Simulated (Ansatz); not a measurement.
Geometry optimisation, RHF/def2-SVP in Ansatz.

Input:

```yaml
crystal:
  periodic: [false, false, false]
  atoms:
    - { symbol: W, position_ang: [0.0, 0.0, 0.0] }
    - { symbol: O, position_ang: [0.0, 0.0, 1.94] }
    - { symbol: H, position_ang: [-0.9095, -0.2814, 2.2771] }
    - { symbol: H, position_ang: [1.72, 0.0, 0.0] }
    - { symbol: H, position_ang: [0.0, 1.72, 0.0] }
    - { symbol: H, position_ang: [-1.72, 0.0, 0.0] }
    - { symbol: Cl, position_ang: [0.0, -2.39, 0.0] }
    - { symbol: H, position_ang: [0.0, 0.0, -1.72] }
basis:
  gaussian: { orbitals: def2-SVP }
hamiltonian:
  xc: hf
relax:
  f_tol: 0.02
  max_steps: 40
output:
  orbitals: {}
```

Run as:

```bash
$ ansatz run input.yaml --threads 1 --pin off --max-ram 2048MiB --backend cpu --events-out ev --progress --plain --runs-dir out
```

Task: Where does it end, and by what steps?

Result: The forces met the threshold. After 14 steps the energy has fallen by 4.344 eV; H8 moved furthest, 0.95 Å.

| step | energy less start (eV) | largest force component (eV/Å) | accepted |
| --- | --- | --- | --- |
| 0 | 0.0000 | 5.130 | yes |
| 1 | -1.4701 | 1.693 | yes |
| 2 | -2.4449 | 2.224 | yes |
| 3 | -3.2611 | 1.450 | yes |
| 4 | -3.7442 | 1.653 | yes |
| 5 | -3.9287 | 0.690 | yes |
| 6 | -4.0578 | 1.816 | yes |
| 7 | -4.1758 | 1.173 | yes |
| 8 | -4.3112 | 0.430 | yes |
| 9 | -4.3224 | 0.273 | yes |
| 10 | -4.3413 | 0.108 | yes |
| 11 | -4.3419 | 0.196 | yes |
| 12 | -4.3440 | 0.045 | yes |
| 13 | -4.3441 | 0.023 | yes |
| 14 | -4.3442 | 0.013 | yes |

```xyz
8
Properties=species:S:1:pos:R:3
W 0.112 -0.286 0.180
O -0.330 -0.240 1.995
H -1.070 0.064 2.499
H 1.652 0.386 0.121
H 0.279 1.152 -0.648
H -1.208 0.703 0.112
Cl 0.430 -2.477 -0.536
H -0.775 -0.254 -1.227
```

Whether the end is a true minimum wasn't checked by a vibrational analysis.

Time of the run: 34 s on 1 thread of Arm Neoverse V1, on a shared host, peak memory 0.16 GiB.
